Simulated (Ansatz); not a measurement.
Stepwise reaction of `[OH][Ge]([GeH3])([GeH3])[GeH3]` with hydrogen, as a gas-phase model of exchange steps in deposition or etching. ΔE in kJ/mol.

Calculated with Ansatz (gas phase, PBE0-D4/def2-TZVP geometries, no zero-point term in ΔE). CBS: MP2 limit from def2 TZ/QZ plus the TZ coupled-cluster correction, frozen cores. This one scheme is used for every species. DFT in def2-TZVPP. B3LYP here is the variant with VWN-RPA as its local correlation; programs differ in this. For Ge outer-core shells are correlated without core-valence functions, which leaves a few kJ/mol of doubt a bond. Scalar relativity is left out up to krypton. Each species was taken in one conformer, which may not be the lowest.

```json
{"step": "1", "reaction": "`[OH][Ge]([GeH3])([GeH3])[GeH3]` + H₂ → `[OH][GeH]([GeH3])[GeH3]` + GeH₄", "PBE-D4": "26.9", "B3LYP-D4": "20.3", "ωB97M-V": "14.9", "CCSD(T)/CBS": "21.5"}
{"step": "2", "reaction": "`[OH][GeH]([GeH3])[GeH3]` + H₂ → `[OH][GeH2][GeH3]` + GeH₄", "PBE-D4": "21.0", "B3LYP-D4": "15.2", "ωB97M-V": "10.8", "CCSD(T)/CBS": "15.7"}
```

Task: Give the row of step 3, `[OH][GeH2][GeH3]` + H₂ → `[OH][GeH3]` + GeH₄. (An estimate is asked.)

Result: Computed: 
```json
{"step": "3", "reaction": "`[OH][GeH2][GeH3]` + H₂ → `[OH][GeH3]` + GeH₄", "PBE-D4": "16.8", "B3LYP-D4": "9.3", "ωB97M-V": "5.4", "CCSD(T)/CBS": "9.1"}
```

Task: By hand: ΔE of the 3 steps together at CCSD(T)/CBS.

Result: (21.5) + (15.7) + (9.1) = 46.3 kJ/mol, or 15.4 kJ/mol a step.

In ΔE each step is lower than the one before. All are uphill at CCSD(T)/CBS. PBE-D4 differs from CCSD(T)/CBS by 5.3 to 7.7 kJ/mol a step. Isolated molecules leave out the surface, adducts and barriers. Largest T1 diagnostic: 0.012.
